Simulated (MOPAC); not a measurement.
MOPAC input (PM6):

```
PM6 PRECISE GNORM=0.05 LET XYZ GEO-OK AUX(PRECISION=9) THREADS=1
C2H5Br3GeO

C    -3.86644500 1   -1.28114900 1   -0.36032200 1
C    -2.36742200 1   -1.33594600 1   -0.55290400 1
O    -1.79731400 1   -0.17814300 1    0.08398700 1
Ge   -0.06155000 1    0.08772000 1    0.05940300 1
Br    0.68919700 1    0.25391900 1   -2.11987800 1
Br    0.29635900 1    2.04083500 1    1.19806000 1
Br    1.02991400 1   -1.67457600 1    1.08093500 1
H    -4.33360000 1   -2.14768100 1   -0.83268200 1
H    -4.11693100 1   -1.28645300 1    0.70083300 1
H    -4.27767600 1   -0.37662200 1   -0.80925600 1
H    -1.95051600 1   -2.24280300 1   -0.10487300 1
H    -2.11143100 1   -1.33200300 1   -1.61657000 1
```

Output:

```
 *******************************************************************************
 **                                                                           **
 **                              MOPAC v23.2.5                                **
 **                                                                           **
 *******************************************************************************
 ** MOPAC's Digital Object Identifier: https://doi.org/10.5281/zenodo.6511958 **
 **                                                                           **
 ** Please cite the open-source release paper for use of this MOPAC version:  **
 ** J. E. Moussa and J. J. P. Stewart (2026)                                  **
 ** MOPAC: An open-source semiempirical molecular orbital program             **
 ** J. Open Source Softw., 11(119), 8025, https://doi.org/10.21105/joss.08025 **
 *******************************************************************************

                              PM6 CALCULATION RESULTS

 *******************************************************************************
 *  PM6        - The PM6 Hamiltonian to be used
 *  GEO-OK     - OVERRIDE INTERATOMIC DISTANCE AND OTHER SAFETY CHECKS
 *  LET        - OVERRIDE SOME SAFETY CHECKS
 *  PRECISE    - TIGHTER CRITERIA TO BE USED
 *  XYZ        - CARTESIAN COORDINATE SYSTEM TO BE USED
 *  GNORM      - EXIT WHEN GRADIENT NORM DROPS BELOW 0.050
 *  AUX        - OUTPUT AUXILIARY INFORMATION
 *******************************************************************************
PM6 PRECISE GNORM=0.05 LET XYZ GEO-OK AUX(PRECISION=9) THREADS=1
 C2H5Br3GeO

   ATOM   CHEMICAL          X               Y               Z
  NUMBER   SYMBOL      (ANGSTROMS)     (ANGSTROMS)     (ANGSTROMS)

     1       C         -3.86644500  *  -1.28114900  *  -0.36032200  *
     2       C         -2.36742200  *  -1.33594600  *  -0.55290400  *
     3       O         -1.79731400  *  -0.17814300  *   0.08398700  *
     4      Ge         -0.06155000  *   0.08772000  *   0.05940300  *
     5      Br          0.68919700  *   0.25391900  *  -2.11987800  *
     6      Br          0.29635900  *   2.04083500  *   1.19806000  *
     7      Br          1.02991400  *  -1.67457600  *   1.08093500  *
     8       H         -4.33360000  *  -2.14768100  *  -0.83268200  *
     9       H         -4.11693100  *  -1.28645300  *   0.70083300  *
    10       H         -4.27767600  *  -0.37662200  *  -0.80925600  *
    11       H         -1.95051600  *  -2.24280300  *  -0.10487300  *
    12       H         -2.11143100  *  -1.33200300  *  -1.61657000  *

          CARTESIAN COORDINATES

    NO.       ATOM           X           Y           Z

     1         C         -3.8664     -1.2811     -0.3603
     2         C         -2.3674     -1.3359     -0.5529
     3         O         -1.7973     -0.1781      0.0840
     4        Ge         -0.0616      0.0877      0.0594
     5        Br          0.6892      0.2539     -2.1199
     6        Br          0.2964      2.0408      1.1981
     7        Br          1.0299     -1.6746      1.0809
     8         H         -4.3336     -2.1477     -0.8327
     9         H         -4.1169     -1.2865      0.7008
    10         H         -4.2777     -0.3766     -0.8093
    11         H         -1.9505     -2.2428     -0.1049
    12         H         -2.1114     -1.3320     -1.6166

 General Reference for PM6:
 "Optimization of Parameters for Semiempirical Methods V: Modification of NDDO Approximations
 and Application to 70 Elements", J. J. P. Stewart, J. Mol. Mod., 13, 1173-1213 (2007)
 URL: https://link.springer.com/article/10.1007/s00894-007-0233-4

           Empirical Formula: C2 H5 O Ge Br3  =    12 atoms

      MOLECULAR POINT GROUP   :   Cs

      RHF CALCULATION, NO. OF DOUBLY OCCUPIED LEVELS = 22

          Geometry optimization using EF

          DIAGONAL MATRIX USED AS START HESSIAN

 CYCLE:     1  GRAD.:    34.587 HEAT: -102.3078
 CYCLE:     2  GRAD.:    79.126 HEAT: -100.6986
 CYCLE:     3  GRAD.:    84.828 HEAT: -100.8073
 CYCLE:     4  GRAD.:    97.542 HEAT: -98.68648
 CYCLE:     5  GRAD.:    67.647 HEAT: -101.6942
 CYCLE:     6  GRAD.:   120.324 HEAT: -95.92832
 CYCLE:     7  GRAD.:    54.042 HEAT: -102.7573
 CYCLE:     8  GRAD.:   111.325 HEAT: -96.73569
 CYCLE:     9  GRAD.:    25.465 HEAT: -104.0063
 CYCLE:    10  GRAD.:   114.786 HEAT: -99.73364
 CYCLE:    11  GRAD.:    24.015 HEAT: -104.0931
 CYCLE:    12  GRAD.:    64.908 HEAT: -102.0582
 CYCLE:    13  GRAD.:    14.334 HEAT: -104.3142
 CYCLE:    14  GRAD.:    26.926 HEAT: -103.9144
 CYCLE:    15  GRAD.:     3.739 HEAT: -104.5214
 CYCLE:    16  GRAD.:     3.970 HEAT: -104.5548
 CYCLE:    17  GRAD.:     3.807 HEAT: -104.6397
 CYCLE:    18  GRAD.:    39.610 HEAT: -104.1456
 CYCLE:    19  GRAD.:    23.124 HEAT: -104.5699
 CYCLE:    20  GRAD.:    21.866 HEAT: -104.5503
 CYCLE:    21  GRAD.:    33.062 HEAT: -104.3590
 CYCLE:    22  GRAD.:     8.141 HEAT: -104.7737
 CYCLE:    23  GRAD.:     5.440 HEAT: -104.8817
 CYCLE:    24  GRAD.:     1.867 HEAT: -104.9108
 CYCLE:    25  GRAD.:     2.212 HEAT: -104.9253
 CYCLE:    26  GRAD.:     3.709 HEAT: -104.9671
 CYCLE:    27  GRAD.:     3.463 HEAT: -105.0056
 CYCLE:    28  GRAD.:     0.806 HEAT: -105.0244
 CYCLE:    29  GRAD.:     0.586 HEAT: -105.0262
 CYCLE:    30  GRAD.:     0.345 HEAT: -105.0266
 CYCLE:    31  GRAD.:     0.147 HEAT: -105.0270
 CYCLE:    32  GRAD.:     0.073 HEAT: -105.0271
 CYCLE:    33  GRAD.:     0.052 HEAT: -105.0271
 CYCLE:    34  GRAD.:     0.042 HEAT: -105.0271

     GRADIENT =  0.04223 IS LESS THAN CUTOFF =  0.05000

 -------------------------------------------------------------------------------
 PM6 PRECISE GNORM=0.05 LET XYZ GEO-OK AUX(PRECISION=9) THREADS=1
 C2H5Br3GeO

     GEOMETRY OPTIMISED USING EIGENVECTOR FOLLOWING (EF).
     SCF FIELD WAS ACHIEVED

                              PM6 CALCULATION
                                                       MOPAC v23.2.5 Linux

          FINAL HEAT OF FORMATION =       -105.02714 KCAL/MOL =    -439.43355 KJ/MOL

          COSMO AREA              =        192.54 SQUARE ANGSTROMS
          COSMO VOLUME            =        196.11 CUBIC ANGSTROMS

          GRADIENT NORM           =          0.04223          =       0.01219 PER ATOM
          IONIZATION POTENTIAL    =         10.890438 EV
          HOMO LUMO ENERGIES (EV) =        -10.890 -2.012
          NO. OF FILLED LEVELS    =         22
          MOLECULAR WEIGHT        =        357.3629         POINT GROUP:  Cs

          MOLECULAR DIMENSIONS (Angstroms)

            Atom       Atom       Distance
            H     8   Br     6     6.29749
            H    10   Br     7     4.60856
            H     9   Br     5     4.41310

          SCF CALCULATIONS        =         35

   ATOM   CHEMICAL          X               Y               Z
  NUMBER   SYMBOL      (ANGSTROMS)     (ANGSTROMS)     (ANGSTROMS)

     1       C         -3.84307309  *  -1.12368335  *  -0.26795529  *
     2       C         -2.37680660  *  -1.37714245  *  -0.57681587  *
     3       O         -1.68181592  *  -0.27715870  *   0.01209402  *
     4      Ge          0.03152111  *   0.06649580  *   0.03671854  *
     5      Br          0.71980319  *   0.25650715  *  -2.11495167  *
     6      Br          0.09718538  *   1.98748279  *   1.18731599  *
     7      Br          1.05948052  *  -1.66637494  *   1.07595190  *
     8       H         -4.48090956  *  -1.91472803  *  -0.67606466  *
     9       H         -4.01496936  *  -1.06560399  *   0.81587265  *
    10       H         -4.17494273  *  -0.16249725  *  -0.68459525  *
    11       H         -2.00740682  *  -2.31271444  *  -0.11382294  *
    12       H         -2.17259363  *  -1.37779656  *  -1.66513195  *

                             CARTESIAN COORDINATES

   1    C       -3.843073089    -1.123683348    -0.267955290
   2    C       -2.376806603    -1.377142450    -0.576815873
   3    O       -1.681815918    -0.277158702     0.012094021
   4   Ge        0.031521114     0.066495803     0.036718542
   5   Br        0.719803189     0.256507150    -2.114951668
   6   Br        0.097185378     1.987482786     1.187315992
   7   Br        1.059480522    -1.666374937     1.075951898
   8    H       -4.480909564    -1.914728028    -0.676064657
   9    H       -4.014969364    -1.065603994     0.815872654
  10    H       -4.174942725    -0.162497249    -0.684595251
  11    H       -2.007406824    -2.312714438    -0.113822938
  12    H       -2.172593625    -1.377796563    -1.665131945

           Empirical Formula: C2 H5 O Ge Br3  =    12 atoms

      MOLECULAR POINT GROUP   :   Cs

                  EIGENVALUES
 -29.54462 -27.99563 -27.94945 -27.57600 -26.71367 -22.33765 -20.79786 -16.95098
 -16.73148 -15.26641 -14.16386 -13.67608 -13.37479 -12.87570 -12.17826 -11.46039
 -11.39879 -11.26690 -11.21624 -11.07997 -11.06913 -10.89044  -2.01198  -1.39027
  -1.25364  -0.34053   3.07959   3.95555   4.99392   5.18368   5.55185   5.69446
   6.53920 111.15274 111.74254 111.78547 112.08872 112.94738 113.00756 113.14432
 114.37224 114.51688 114.68956 114.72484 114.77107 114.88916 115.04269 115.89110

              NET ATOMIC CHARGES AND DIPOLE CONTRIBUTIONS

  ATOM NO.   TYPE          CHARGE      No. of ELECS.   s-Pop       p-Pop       d-Pop
    1          C          -0.503041        4.5030     1.08843     3.41461
    2          C           0.107930        3.8921     1.09246     2.79961
    3          O          -0.652302        6.6523     1.76512     4.88718
    4         Ge           0.992967        3.0070     1.11523     1.89180
    5         Br          -0.250462        7.2505     1.97860     5.26696     0.00490
    6         Br          -0.175204        7.1752     1.97629     5.19391     0.00501
    7         Br          -0.250466        7.2505     1.97860     5.26696     0.00490
    8          H           0.159457        0.8405     0.84054
    9          H           0.173260        0.8267     0.82674
   10          H           0.173235        0.8268     0.82677
   11          H           0.112314        0.8877     0.88769
   12          H           0.112313        0.8877     0.88769
 DIPOLE           X         Y         Z       TOTAL
 POINT-CHG.    -1.251    -1.269    -0.632     1.891
 HYBRID         0.147     0.247     0.133     0.316
 SUM           -1.104    -1.023    -0.499     1.585

          ATOMIC ORBITAL ELECTRON POPULATIONS

     Atom    s        px        py        pz      x^2-y^2     xz        z^2       yz        xy
    1  C   1.08843   1.03753   1.18195   1.19513
    2  C   1.09246   0.90159   0.86787   1.03015
    3  O   1.76512   1.49226   1.59049   1.80444
    4 Ge   1.11523   0.56847   0.66152   0.66181
    5 Br   1.97860   1.90683   1.95808   1.40205   0.00016   0.00125   0.00247   0.00086   0.00015
    6 Br   1.97629   1.95917   1.45489   1.77985   0.00149   0.00023   0.00059   0.00206   0.00064
    7 Br   1.97860   1.83670   1.59727   1.83299   0.00094   0.00062   0.00059   0.00142   0.00132
    8  H   0.84054
    9  H   0.82674
   10  H   0.82677
   11  H   0.88769
   12  H   0.88769

 **********************
 *                    *
 * JOB ENDED NORMALLY *
 *                    *
 **********************

 == MOPAC DONE ==
```

The geometry given is a B3LYP-D3(BJ)/def2-TZVP minimum.
